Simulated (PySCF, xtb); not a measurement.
CHO2, SMILES [O]C=O (connectivity only; charge and spin as stated), charge -1, multiplicity 1.

xtb with GFN2-xTB at its own geometry gives an orbital gap of 5.35 eV.

Geometry: B3LYP-D3(BJ)/def2-TZVPD. The spin state was assumed, not searched. The isomer is the one that the SMILES or the coordinates give; other isomers of the formula were not compared.

What does r2SCAN/def2-TZVPD run with PySCF give? (Estimate from the structure and the level; the computed values follow.)

gap 4.73 eV (levels 0.07 and 4.80 eV).
